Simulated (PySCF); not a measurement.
**Au (gold, neutral) across methods**

[Xe] 4f14 5d9 6s2, 2D determinant (an excited configuration). All numbers are calculated (PySCF 2.14, a scalar-relativistic core potential, in def2-QZVPPD with the def2 core potential (60 electrons) (7s5p4d4f2g, 88 functions)).

```csv
method,E (hartree),mean ε 5d β (eV),mean ε 6s α (eV),mean ε 6s β (eV),Σ⟨r²⟩ (bohr²),⟨S²⟩
BHandHLYP,-135.5121,-11.983,-8.135,-7.835,54.34,0.752
PBE,-135.6818,-8.685,-6.719,-6.454,54.16,0.751
r2SCAN,-135.6977,-8.990,-6.935,-6.657,53.67,0.753
UHF,-134.72535,-14.654,-8.882,-8.394,55.11,0.754
PBE0,-135.6349,-10.376,-7.481,-7.170,54.02,0.751
LDA,-135.4388,-8.817,-7.025,-6.784,54.10,0.751
PW91,-135.7425,-8.748,-6.781,-6.520,54.14,0.751
BLYP,-135.6362,-8.561,-6.631,-6.414,54.43,0.751
```

Question: Estimate the same row for CAM-B3LYP.

Answer: E (hartree) = -135.5975; mean ε 5d β (eV) = -11.784; mean ε 6s α (eV) = -8.679; mean ε 6s β (eV) = -8.413; Σ⟨r²⟩ (bohr²) = 54.29; ⟨S²⟩ = 0.751.

Energies and moments cover only the electrons outside the core potential. Spin-orbit coupling, absent here, splits the open shell strongly.
